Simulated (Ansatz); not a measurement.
CH₃FMoO₂, SMILES `[CH3][Mo](=[O])(=[O])[F]`. Charge 0, multiplicity 1. Mo takes the def2 core potential.

```xyz
8

C     0.3486    0.8321   -0.6291
Mo   -0.3164   -0.7488    0.5680
O    -0.4812   -0.1080    2.1009
O    -1.8364   -1.1338   -0.0055
F     0.8813   -2.1501    0.4797
H    -0.3524    1.6678   -0.5899
H     1.3250    1.1622   -0.2633
H     0.4314    0.4785   -1.6609
```

**Question.** What are the harmonic wavenumbers in cm⁻¹ at PBE0-D4/def2-TZVP (Ansatz, finite differences of forces, unscaled)? (An estimate is asked.)

**Answer.** Computed: 131, 167, 207, 237, 254, 362, 570, 625, 691, 724, 1051, 1081, 1208, 1408, 1418, 3040, 3138, 3151.

**Question.** Is this a minimum?

**Answer.** Yes, all 18 modes are real.

**Question.** Give the ideal-gas thermochemistry at 298.15 K and 1 bar (rigid rotor, harmonic oscillator; point group Cs, symmetry number 1).

**Answer.** Zero-point energy 116.4 kJ/mol; H(298) − E = 136.3 kJ/mol; entropy 341.3 J/(mol·K), of which translation 172.3, rotation 111.1, vibration 57.9; G(298) − E = 34.6 kJ/mol.
